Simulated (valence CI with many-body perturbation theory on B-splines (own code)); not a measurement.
# Mn³⁺: one-electron terms

Computed by configuration interaction combined with many-body perturbation theory (CI+MBPT): four valence electrons over a frozen Dirac-Fock core [Ar], a basis of 9 s, 9 p, 10 d, 8 f, 5 g, 3 h, 1 i functions for each j, with the one-electron correlation potential Σ1, the two-electron term Σ2, the three-electron term Σ3, Breit, model QED; selected CI, second order for the rest, scaled by the run's own slope (own B-spline code, finite nucleus).

Against 35 measured levels this calculation errs by 1573 cm⁻¹ on average and by 4245 at most. These come from a selection out of Corliss and Sugar, J. Phys. Chem. Ref. Data 6, 1253 (1977). Levels without a partner in it may be off by more, other configurations by 1,000 to 8,000 cm⁻¹. Among the levels kept, up to 290 cm⁻¹ of a level comes from second order outside the variational space, and about a tenth of that is noise between levels of different J, which matters for small intervals. Only levels of the ground parity were solved; by the run's estimate the other parity begins above the list, which can be wrong where configurations are misplaced.

These are the spectroscopic orbitals of the CI (the correlating ones are not listed), shaped by the core and the other valence electrons. h is the expectation value of the core's Dirac-Fock operator, without the valence repulsion; Σ1 is computed up to l = 3 at one energy for each symmetry, that of its lowest orbital but kept below the first core excitation, so for empty shells it is not the orbital's own correlation shift; Breit and QED include the response of the core.

```csv
Orbital,h (hartree),Σ1 (cm⁻¹),Breit (cm⁻¹),QED (cm⁻¹),⟨r⟩ (bohr)
4s1/2,-2.7309,-4683,39.4,33.2,2.337
5s1/2,-1.4414,-1278,14.3,11.9,4.597
6s1/2,-0.89439,-552,6.8,5.6,7.591
4p1/2,-2.3449,-3232,48.9,-3.6,2.633
5p1/2,-1.2805,-1014,19.5,-1.4,5.106
6p1/2,-0.81351,-470,9.8,-0.7,8.285
4p3/2,-2.3335,-3171,27.5,-1.6,2.647
5p3/2,-1.2759,-1000,11.0,-0.6,5.125
6p3/2,-0.81124,-465,5.6,-0.3,8.307
3d3/2,-4.1924,-16287,-23.3,-32.3,1.050
4d3/2,-1.706,-1745,1.5,-3.0,3.531
5d3/2,-1.0135,-753,1.0,-1.3,6.455
3d5/2,-4.1855,-16177,-119,-28.6,1.053
4d5/2,-1.7045,-1741,-8.5,-2.6,3.535
5d5/2,-1.0129,-751,-3.5,-1.1,6.459
4f5/2,-1.2747,-539,-0.4,-0.1,4.396
5f5/2,-0.81885,-326,-0.3,0.0,7.687
4f7/2,-1.2748,-538,-0.6,0.0,4.395
5f7/2,-0.81887,-325,-0.4,0.0,7.686
5g7/2,-0.80097,,0.0,0.0,6.859
5g9/2,-0.80096,,0.0,0.0,6.859
```

Among the shells of the start configuration 3d4, Σ1 is largest in size for 3d3/2, where it is 1.8 % of h.

Lowest root of each symmetry, sizes in configuration state functions:

```tsv
J	Parity	Roots	Reference	Variational	Second order	Change by selected CI (cm⁻¹)	Change by second order (cm⁻¹)
0	even	7	21	28959	461577	-8684	-17
1	even	11	44	32247	1223445	-8643	-54
2	even	16	64	30727	1597514	-8617	-79
3	even	12	58	29906	1897749	-8606	-90
4	even	13	50	29272	2029032	-8610	-90
5	even	6	29	30732	1635922	-10119	-113
6	even	3	15	28990	1107444	-10160	-65
```
